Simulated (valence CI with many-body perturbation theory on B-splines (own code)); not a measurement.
**Te⁴⁶⁺: calculated level list**

Computed by valence CI with perturbative core correlation (CI+MBPT): four valence electrons over a frozen Dirac-Fock core [He], radial functions for each j: 11 s, 11 p, 9 d, 7 f, 5 g, 2 h, 1 i, with the one-electron correlation potential Σ1, the two-electron term Σ2, the three-electron term Σ3, Breit, model QED; selected CI, second order for the rest (own B-spline code, finite nucleus).

The last digits are not significant, and no measured levels were compared; by estimate large intervals hold to a few tenths of a per cent, small ones and those within an open d or f shell to about a per cent.

Levels 46 to 90 of 113, with energies above the lowest level, (2s^2 2p1/2^2) J=0. "Leading %" is the weight of the configuration and term that name the level; weights of strongly mixed levels are sums over their largest components and can fall short. In the jj column 3d3/2^4 stands for four electrons in 3d with j = 3/2. Lifetimes count E1, E2, E3, M1 and M2 decay at the calculated energies, and are blank where another channel may lead or the interval is too uncertain; long ones can be off by a factor of two.

| No. | Configuration | Term | J | E (× 10³ cm⁻¹) | Leading % | Lifetime | Second component | Leading jj |
| --- | --- | --- | --- | --- | --- | --- | --- | --- |
| 46 | 2s 2p2 3s | 3P | 1 | 40795 | 62 | 19.2 fs | 16 % 2s 2p2 3s 5P | 2s 2p1/2 2p3/2 3s (87 %) |
| 47 | 2s2 2p 3p | 3D | 3 | 40809 | 50 | 80.9 fs | 29 % 2s 2p2 3s 3D | 2s^2 2p3/2 3p3/2 (50 %) |
| 48 | 2s2 2p 3p | 1P | 1 | 40894 | 43 | 124 fs | 37 % 2s2 2p 3p 3S | 2s^2 2p3/2 3p3/2 (85 %) |
| 49 | 2s 2p2 3s | 3P | 2 | 40972 | 24 | 28.6 fs | 23 % 2s 2p2 3s 3D | 2s 2p1/2 2p3/2 3s (58 %) |
| 50 | 2s2 2p 3p | 3D | 3 | 40980 | 48 | 59.5 fs | 26 % 2s 2p2 3s 3D | 2s 2p1/2 2p3/2 3s (49 %) |
| 51 | 2s 2p2 3p | 5P° | 1 | 41098 | 39 | 25.0 fs | 31 % 2s 2p2 3p 5D° | 2s 2p1/2 2p3/2 3p1/2 (99 %) |
| 52 | 2s2 2p 3p | 3P | 2 | 41105 | 37 | 38.5 fs | 18 % 2s 2p2 3s 1D | 2s^2 2p3/2 3p3/2 (54 %) |
| 53 | 2s2 2p 3p | 1S | 0 | 41153 | 57 | 61.8 fs | 22 % 2s2 2p 3p 3P | 2s^2 2p3/2 3p3/2 (79 %) |
| 54 | 2s 2p2 3p | 5D° | 2 | 41164 | 47 | 11.3 fs | 19 % 2s 2p2 3p 3D° | 2s 2p1/2 2p3/2 3p1/2 (98 %) |
| 55 | 2s 2p2 3s | 3D | 1 | 41326 | 65 | 17.7 fs | 20 % 2s 2p2 3s 1P | 2s 2p1/2 2p3/2 3s (98 %) |
| 56 | 2s 2p2 3p | 3F° | 3 | 41338 | 20 | 3.98 fs | 15 % 2s 2p2 3p 3D° | 2s 2p1/2 2p3/2 3p1/2 (79 %) |
| 57 | 2s 2p2 3s | 3P | 1 | 41357 | 56 | 24.8 fs | 21 % 2s 2p2 3s 1P | 2s 2p1/2 2p3/2 3s (95 %) |
| 58 | 2s 2p2 3s | 1D | 2 | 41371 | 34 | 30.6 fs | 31 % 2s 2p2 3s 3D | 2s 2p1/2 2p3/2 3s (95 %) |
| 59 | 2s 2p2 3s | 3P | 0 | 41378 | 78 | 18.8 fs | 12 % 2s2 2p 3p 1S | 2s 2p1/2 2p3/2 3s (78 %) |
| 60 | 2s2 2p 3d | 3D° | 2 | 41383 | 41 | 3.09 fs | 32 % 2s2 2p 3d 1D° | 2s^2 2p3/2 3d3/2 (90 %) |
| 61 | 2s2 2p 3d | 3P° | 1 | 41451 | 59 | 2.32 fs | 34 % 2s2 2p 3d 3D° | 2s^2 2p3/2 3d3/2 (96 %) |
| 62 | 2s2 2p 3d | 3F° | 3 | 41455 | 40 | 6.87 fs | 22 % 2s2 2p 3d 3D° | 2s^2 2p3/2 3d3/2 (71 %) |
| 63 | 2s2 2p 3d | 3P° | 0 | 41461 | 96 | 2.80 fs |  | 2s^2 2p3/2 3d3/2 (96 %) |
| 64 | 2s2 2p 3d | 3F° | 4 | 41517 | 97 | 48.5 ps |  | 2s^2 2p3/2 3d5/2 (97 %) |
| 65 | 2s 2p2 3p | 3P° | 2 | 41535 | 39 | 21.7 fs | 21 % 2s 2p2 3p 5S° | 2s 2p1/2 2p3/2 3p1/2 (96 %) |
| 66 | 2s2 2p 3d | 3P° | 2 | 41592 | 48 | 3.43 fs | 31 % 2s2 2p 3d 1D° | 2s^2 2p3/2 3d5/2 (93 %) |
| 67 | 2s2 2p 3d | 3D° | 3 | 41694 | 49 | 1.66 fs | 47 % 2s2 2p 3d 1F° | 2s^2 2p3/2 3d5/2 (88 %) |
| 68 | 2s 2p2 3p | 3P° | 0 | 41743 | 44 | 48.7 fs | 28 % 2s 2p2 3p 1S° | 2s 2p1/2 2p3/2 3p1/2 (92 %) |
| 69 | 2s 2p2 3p | 3D° | 1 | 41744 | 50 | 9.70 fs | 13 % 2s2 2p 3d 1P° | 2s 2p1/2 2p3/2 3p1/2 (74 %) |
| 70 | 2s 2p2 3p | 3F° | 2 | 41748 | 48 | 29.0 fs | 24 % 2s 2p2 3p 1D° | 2s 2p1/2 2p3/2 3p1/2 (97 %) |
| 71 | 2s2 2p 3d | 1P° | 1 | 41749 | 51 | 3.09 fs | 13 % 2s2 2p 3d 3P° | 2s^2 2p3/2 3d5/2 (74 %) |
| 72 | 2s 2p2 3p | 5D° | 3 | 41804 | 50 | 56.6 fs | 33 % 2s 2p2 3p 5P° | 2s 2p1/2 2p3/2 3p3/2 (98 %) |
| 73 | 2s 2p2 3p | 5P° | 1 | 41855 | 26 | 9.52 fs | 22 % 2s 2p2 3p 3S° | 2s 2p1/2 2p3/2 3p3/2 (95 %) |
| 74 | 2s 2p2 3p | 3D° | 2 | 41936 | 48 | 11.4 fs | 17 % 2s 2p2 3p 5S° | 2s 2p1/2 2p3/2 3p3/2 (98 %) |
| 75 | 2s 2p2 3p | 3D° | 1 | 41981 | 32 | 20.3 fs | 27 % 2s 2p2 3p 1P° | 2s 2p1/2 2p3/2 3p1/2 (96 %) |
| 76 | 2s 2p2 3p | 3P° | 0 | 42019 | 87 | 6.43 fs | 10 % 2s 2p2 3p 5D° | 2s 2p1/2 2p3/2 3p3/2 (96 %) |
| 77 | 2s 2p2 3p | 3F° | 4 | 42048 | 54 | 2.94 ps | 45 % 2s 2p2 3p 5D° | 2s 2p1/2 2p3/2 3p3/2 (97 %) |
| 78 | 2s 2p2 3p | 3P° | 2 | 42099 | 51 | 12.0 fs | 20 % 2s 2p2 3p 1D° | 2s 2p1/2 2p3/2 3p3/2 (96 %) |
| 79 | 2s 2p2 3p | 1P° | 1 | 42164 | 39 | 6.77 fs | 19 % 2s 2p2 3p 3P° | 2s 2p1/2 2p3/2 3p3/2 (93 %) |
| 80 | 2s 2p2 3p | 3D° | 3 | 42191 | 49 | 12.2 fs | 26 % 2s 2p2 3p 1F° | 2s 2p1/2 2p3/2 3p3/2 (97 %) |
| 81 | 2s 2p2 3d | 5F | 2 | 42246 | 45 | 8.71 fs | 16 % 2s 2p2 3d 3P | 2s 2p1/2 2p3/2 3d3/2 (98 %) |
| 82 | 2s 2p2 3d | 5D | 1 | 42253 | 53 | 11.7 fs | 21 % 2s 2p2 3d 5F | 2s 2p1/2 2p3/2 3d3/2 (98 %) |
| 83 | 2s 2p2 3d | 5D | 0 | 42255 | 85 | 49.7 fs | 14 % 2s 2p2 3d 3P | 2s 2p1/2 2p3/2 3d3/2 (99 %) |
| 84 | 2s 2p2 3d | 5F | 3 | 42296 | 58 | 8.43 fs | 10 % 2s 2p2 3d 5P | 2s 2p1/2 2p3/2 3d3/2 (88 %) |
| 85 | 2s 2p2 3d | 5F | 4 | 42396 | 56 | 116 fs | 32 % 2s 2p2 3d 5D | 2s 2p1/2 2p3/2 3d5/2 (92 %) |
| 86 | 2s 2p2 3p | 3D° | 2 | 42437 | 33 | 20.8 fs | 26 % 2s 2p2 3p 3P° | 2s 2p1/2 2p3/2 3p3/2 (88 %) |
| 87 | 2s 2p2 3p | 3F° | 3 | 42482 | 40 | 18.8 fs | 39 % 2s 2p2 3p 3D° | 2s 2p1/2 2p3/2 3p3/2 (98 %) |
| 88 | 2s 2p2 3d | 3F | 4 | 42498 | 39 | 2.78 ps | 22 % 2s 2p2 3d 5D | 2s 2p1/2 2p3/2 3d3/2 (80 %) |
| 89 | 2s 2p2 3d | 3F | 3 | 42522 | 34 | 3.39 fs | 32 % 2s 2p2 3d 5P | 2s 2p1/2 2p3/2 3d3/2 (62 %) |
| 90 | 2s 2p2 3d | 3F | 2 | 42535 | 27 | 4.23 fs | 24 % 2s 2p2 3d 5D | 2s 2p1/2 2p3/2 3d5/2 (96 %) |

Where two levels of one J and parity lie close, their mixing, g and order are uncertain.
